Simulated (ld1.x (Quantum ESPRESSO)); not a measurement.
**Transferability test, TM potential for arsenic**

```json
{
 "Element": "arsenic (As)",
 "Generator": "ld1.x (Quantum ESPRESSO) 7.5",
 "Type": "norm-conserving Troullier–Martins (Kleinman–Bylander form)",
 "Functional": "PBE",
 "Relativity": "scalar-relativistic",
 "Frozen core": "[Ar]",
 "Valence charge": "15",
 "Reference configuration": "3d10 4s2 4p3",
 "Partial waves": "4s (bound): rc 1.30 bohr; 4p (bound): rc 1.45 bohr; 3d (bound): rc 1.20 bohr",
 "Local potential": "the d channel",
 "Core correction": "none"
}
```

Energies are relative to the spin-unpolarised reference configuration 3d10 4s2 4p3; without spin polarisation the order of configurations can differ from experiment.

```json
{"valence configuration": "3d10 4s2 4p2", "charge": "+1", "ΔE all-electron (eV)": "9.149", "error AE − PS (meV)": "-0.3"}
{"valence configuration": "3d10 4s2 4p1", "charge": "+2", "ΔE all-electron (eV)": "27.067", "error AE − PS (meV)": "+3.0"}
{"valence configuration": "3d10 4s2 4p0", "charge": "+3", "ΔE all-electron (eV)": "54.770", "error AE − PS (meV)": "+22"}
{"valence configuration": "3d10 4s0 4p5", "charge": "0", "ΔE all-electron (eV)": "19.056", "error AE − PS (meV)": "+5.8"}
{"valence configuration": "3d10 4s2 4p3.3", "charge": "-0.3", "ΔE all-electron (eV)": "-1.234", "error AE − PS (meV)": "+0.2"}
{"valence configuration": "3d10 4s1 4p3", "charge": "+1", "ΔE all-electron (eV)": "19.256", "error AE − PS (meV)": "+3.3"}
```

(1) What are ΔE and the potential's error for 3d10 4s1 4p4?

Levels in the configuration 3d10 4s2 4p0:

| level | all-electron (eV) | pseudo (eV) |
| --- | --- | --- |
| 3d | -74.916 | -74.601 |
| 4s | -44.430 | -44.380 |

Note: ghost states, extra bound levels that the all-electron valence spectrum of the same l lacks: s at -326.9 eV, p at -116.7 eV. A true bound ghost makes a file unfit for plane-wave use.

## Answers

(1) ΔE = 9.417 eV all-electron; the error (AE − PS) is +1.1 meV.
